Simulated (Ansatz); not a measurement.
`[NH2][GeH][Cl]`, charge 0, multiplicity 2.

(1) Give a relaxed structure at PBE0-D4/def2-TZVP (the Gaussian-basis code of Ansatz). (An estimate is asked.)

## Answers

(1) Computed: 
Z-matrix (Å, degrees):
```
N
Ge 1 1.836
H 1 1.011 2 115.6
H 1 1.012 2 115.7 3 130.4
Cl 2 2.169 1 104.1 3 51.6
H 2 1.560 1 106.5 3 165.4
```
